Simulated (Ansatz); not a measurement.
Compare A (`O=C=C([SiH3])[SiH3]`) with its isomer B (`O[SiH2]C#C[SiH3]`).

Gas-phase electronic energies from Ansatz, PBE0-D4/def2-TZVP geometries. CCSD(T)/CBS is the MP2 limit (def2-TZVPP, def2-QZVPP) plus CCSD(T) − MP2 in def2-TZVPP, frozen cores. DFT in def2-TZVPP. B3LYP here is the variant with VWN-RPA as its local correlation; programs differ in this. One conformer a species, not always the lowest.

(1) Which isomer does CCSD(T)/CBS put lower? Give the gap. (Estimate.)

(2) Give E(B) − E(A) in kcal/mol with PBE-D4, MP2/def2-TZVPP, CCSD(T)/def2-TZVPP, B3LYP, CCSD/def2-TZVPP, ωB97M-V, r2SCAN-D4. (An estimate is asked.)

Largest T1 diagnostic: 0.015.

## Answers

(1) The calculation gave: B, by 14.2 kcal/mol.

(2) The calculation gave: PBE-D4 -1.7, MP2/def2-TZVPP -12.8, CCSD(T)/def2-TZVPP -12.1, B3LYP -9.2, CCSD/def2-TZVPP -13.5, ωB97M-V -9.0, r2SCAN-D4 -5.0. None reverses the order clearly.

The D4 term adds +1.6 kcal/mol with B3LYP and +0.8 kcal/mol with PBE0; it sums over pairs of atoms, weighted by their polarisabilities, and B3LYP, whose exchange is more repulsive, gets the larger term. From PBE to PBE0 (25 % exact exchange), in def2-TZVPP and without D4, E(B) − E(A) moves by −2.1 kcal/mol.
